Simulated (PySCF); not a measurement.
C4H4ClF, SMILES C=C/C(F)=C/Cl. Atoms are numbered in the order given.

```xyz
10

C     -0.0147    -2.9153     0.0000
C      0.6770    -1.7659     0.0000
C      0.0585    -0.4503     0.0000
F     -1.2794    -0.4384     0.0000
C      0.7437     0.7075     0.0000
Cl    -0.0157     2.2556     0.0000
H     -1.1069    -2.9165     0.0000
H      0.4965    -3.8800     0.0000
H      1.7709    -1.7710     0.0000
H      1.8334     0.7119     0.0000
```

Geometry: B3LYP-D3(BJ)/def2-SVP. The values are those of a single conformer.

Method: KT2/pcSseg-1 (PySCF).

GIAO shieldings, no solvent; atoms listed in one row are averaged. δ = σ(ref) − σ: ¹³C against TMS (σ = 185.1 ppm); ¹⁹F against CFCl3 (σ = 127.1 ppm); ³⁵Cl against HCl (σ = 945.4 ppm); ¹H against TMS (σ = 31.47 ppm), references at their B3LYP-D3(BJ)/def2-TZVP geometries, non-relativistic (without spin–orbit terms, shifts of atoms bonded to Cl or Br come out too high).

```tsv
nucleus	atoms	count	δ (ppm)
¹³C	C3	1	161.3
¹³C	C2	1	125.9
¹³C	C1	1	114.0
¹³C	C5	1	108.9
¹⁹F	F4	1	-156.2
³⁵Cl	Cl6	1	179.5
¹H	H9	1	6.06
¹H	H7	1	5.95
¹H	H10	1	5.63
¹H	H8	1	5.52
```
